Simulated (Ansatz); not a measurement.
Abridged output of a molecular run in Ansatz:

```
Functional definition: HF
1497 factors; integrals over basis functions are off by at most 1.1e-3 eV
mean field evaluation 1: about -6218.5424 eV, gradient 3.1e1 eV
mean field evaluation 2: about -6218.7433 eV, gradient 3.1e1 eV
mean field evaluation 4: about -6221.6574 eV, gradient 4.4e0 eV
mean field evaluation 8: about -6221.7118 eV, gradient 2.8e-1 eV
mean field -6221.71234317 eV, -228.6437113835 hartree, gradient 4.1e-6 eV, S^2 0.000000; 0 other end points of the search recorded, 0 dependent functions left out
5 core orbitals not correlated: weight in the atoms' cores, before any rotation towards them, 1.000 or more for the frozen orbitals, at most 0.000 for the correlated occupied ones
reference -6221.71234317 eV, -228.6437113835 hartree; 14, 14 occupied and 234, 234 virtual orbitals, 1497 factors
second order -21.96994546 eV of doubles, -0.00000000 eV of singles
cycle   1  -22.55278938 eV  change   -5.8e-1 eV  update   9.9e-2
cycle   2  -23.09002286 eV  change   -5.4e-1 eV  update   2.9e-2
cycle   3  -23.20324002 eV  change   -1.1e-1 eV  update   1.5e-2
cycle   4  -23.19416980 eV  change    9.1e-3 eV  update   4.2e-3
cycle   5  -23.19148478 eV  change    2.7e-3 eV  update   2.3e-3
cycle   6  -23.19219405 eV  change   -7.1e-4 eV  update   8.1e-4
cycle   7  -23.19189964 eV  change    2.9e-4 eV  update   3.7e-4
cycle   8  -23.19178370 eV  change    1.2e-4 eV  update   1.1e-4
cycle   9  -23.19184775 eV  change   -6.4e-5 eV  update   5.0e-5
cycle  10  -23.19185616 eV  change   -8.4e-6 eV  update   1.8e-5
perturbative correction -0.85961232 eV, -0.0315901702 hartree
Total energy: -6245.76381166 eV, -229.5275865477 hartree
```

Its atoms:

Z-matrix (Å, degrees):
```
C
C 1 1.540
B 1 1.913 2 53.0
H 1 1.085 2 113.6 3 108.5
H 1 1.088 2 107.9 3 -124.8
H 1 1.136 2 112.6 3 -11.8
B 2 1.510 1 122.2 3 -102.8
F 2 1.384 1 109.9 3 110.8
H 3 1.190 1 106.9 2 117.1
H 3 1.192 1 112.1 2 -105.6
H 7 1.194 2 120.2 1 -161.4
H 7 1.195 2 118.5 1 23.6
```

Which basis set was used?
A. def2-QZVPP
B. def2-SVPD
C. def2-TZVPP
D. def2-TZVPPD

C. It gives 253 functions.

Write the keys of the input that set method, charge and spin (a neutral closed shell needs none for the last two).


```yaml
correlation: {method: ccsd_t}
```
